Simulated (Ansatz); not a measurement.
```xyz
3

N     0.0000    0.4274   -0.3864
H     0.0000    1.3024    0.2308
O     0.0000   -0.5368    0.3092
```

Basis set: def2-TZVP (spherical functions). Left uncorrelated: 2 orbitals. Charge 0, multiplicity 1.

Computed with Ansatz (development build ahead of 0.2.0); each method stands on the lowest determinant of its kind that the runs found. Restricted open shells among the atoms or ions are ROHF, correlated in semicanonical orbitals with singles.

The atomization energy at this shape (free ground-state atoms in the same class of orbitals less the molecule, no zero-point energy) of singlet HNO:

| method | atomization energy |
| --- | --- |
| RHF-MP2 | 835.5 kJ/mol |

Q: What does RHF give?

A: 355.4 kJ/mol.
